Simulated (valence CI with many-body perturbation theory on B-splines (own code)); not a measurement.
Results of a calculation; reference values are marked as such.
## Sensitivity of CI+MBPT for Rh5+

Method: relativistic CI+MBPT: four valence electrons over a frozen Dirac-Fock core [Kr], a basis of 6 s, 6 p, 5 d, 5 f, 1 g functions for each j, with the one-electron correlation potential Σ1, the two-electron term Σ2, the three-electron term Σ3, Breit, model QED; selected CI, second order for the rest, scaled by the run's own slope (own B-spline code, finite nucleus).

No measured levels were compared; by estimate terms of the open shell hold to 2 to 4 % of their energy, and close levels can change places; different configurations can be misplaced against each other by 1,000 to 8,000 cm⁻¹. Only levels of the ground parity were solved; by the run's estimate the other parity begins above the list, which can be wrong where configurations are misplaced.

The reference run has the lowest level 4d⁴ ⁵D_0 and an ionisation energy of 79.8503 eV. Its largest variational space holds 9981 state functions.

Names give the largest LS component (configuration and term), which can be under half, so a name can repeat, a term be missing and a line seem to break the LS rules; names also repeat where a configuration has a term twice.

Changed runs:
A. screening of Σ1 on → off; averaging of valence orbitals over low configurations on → off
B. scale of Σ2 1 → 0.5; core polarisation of operators on → off
C. correlating orbitals by l 3 3 3 3 1 → 4 4 3 0 0
D. factor on the speed of light 1 → 0.9 (bad on purpose)

Excitation energies of the reference run in cm⁻¹, and shifts in cm⁻¹:

| Level | Reference | A | B | C | D |
| --- | --- | --- | --- | --- | --- |
| 4d⁴ ⁵D_1 | 696 | +15 | -12 | -30 | +276 |
| 4d⁴ ⁵D_2 | 1810 | +33 | -33 | -51 | +604 |
| 4d⁴ ⁵D_3 | 3156 | +50 | -60 | -53 | +907 |
| 4d⁴ ⁵D_4 | 4642 | +66 | -94 | -33 | +1172 |
| 4d⁴ ³P_0 | 19031 | -29 | -672 | +1707 | -208 |
| 4d⁴ ³H_4 | 19228 | +33 | +1000 | +923 | +185 |
| 4d⁴ ³H_5 | 20832 | +62 | +1063 | +850 | +730 |
| 4d⁴ ³H_6 | 22065 | +76 | +1083 | +840 | +980 |
| 4d⁴ ³P_1 | 22280 | +10 | -694 | +1691 | +569 |
| 4d⁴ ³G_3 | 22564 | +34 | +390 | +1294 | +393 |
| 4d⁴ ³F_2 | 23320 | +36 | +5.4 | +1470 | +582 |
| 4d⁴ ³F_4 | 23798 | +63 | +344 | +1251 | +966 |
| Ionisation energy (eV) | 79.8503 | +0.1520 | -0.5831 | -0.1908 | -0.1993 |
